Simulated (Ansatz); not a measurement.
Start from `[Cl][Ga]([Br])[Br]` and change one atom or group to get `[NH2][Ga]([Br])[Br]`.

Ansatz, PBE0-D4/def2-TZVP geometries, multiplicity 1. Each molecule was computed in one conformer, which needn't be the lowest.

Scalar relativity is left out up to krypton. Spin–orbit coupling is left out; it splits and shifts lone-pair levels of the heavy atoms by tenths of an eV.

| property | `[Cl][Ga]([Br])[Br]` |
| --- | --- |
| LUMO energy (PBE0/def2-TZVPP) / eV | -2.14 |
| HOMO energy (ωB97M-V/def2-TZVPP) / eV | -11.04 |
| HOMO–LUMO gap (PBE/def2-TZVPP) / eV | 4.50 |
| HOMO energy (B3LYP/def2-TZVPP) / eV | -8.55 |
| LUMO energy (ωB97M-V/def2-TZVPP) / eV | -0.22 |
| HOMO energy (PBE/def2-TZVPP) / eV | -7.53 |

Task: What does the change do to each property? (Estimate.)

Result: Ansatz gave: 
```tsv
property	`[NH2][Ga]([Br])[Br]`	shift
LUMO energy (PBE0/def2-TZVPP) / eV	-1.26	0.88
HOMO energy (ωB97M-V/def2-TZVPP) / eV	-10.33	0.71
HOMO–LUMO gap (PBE/def2-TZVPP) / eV	4.41	-0.09
HOMO energy (B3LYP/def2-TZVPP) / eV	-7.72	0.83
LUMO energy (ωB97M-V/def2-TZVPP) / eV	0.60	0.82
HOMO energy (PBE/def2-TZVPP) / eV	-6.59	0.94
```

The zero-point energy changes by 62.6 kJ/mol with +6 modes.

B3LYP here is the variant with VWN-RPA as its local correlation; programs differ in this.
